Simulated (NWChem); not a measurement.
System: C2H3I; SMILES C=CI

Program: NWChem. The geometry was optimised at PBE0/def2-SVP. def2 effective core potentials on I; no spin-orbit coupling.

### Question
Among these, which level gives the lowest value of “dipole (D)”?
(A) B3LYP/def2-TZVP (core potentials)
(B) B3LYP/STO-3G (all-electron, non-relativistic)
(C) B3LYP/def2-SVPD (core potentials)
(D) B3LYP/def2-SVP (core potentials)

### Answer
D, B3LYP/def2-SVP (core potentials). Values: B3LYP/def2-SVP (core potentials) 1.14; B3LYP/STO-3G (all-electron, non-relativistic) 1.21; B3LYP/def2-TZVP (core potentials) 1.26; B3LYP/def2-SVPD (core potentials) 1.27
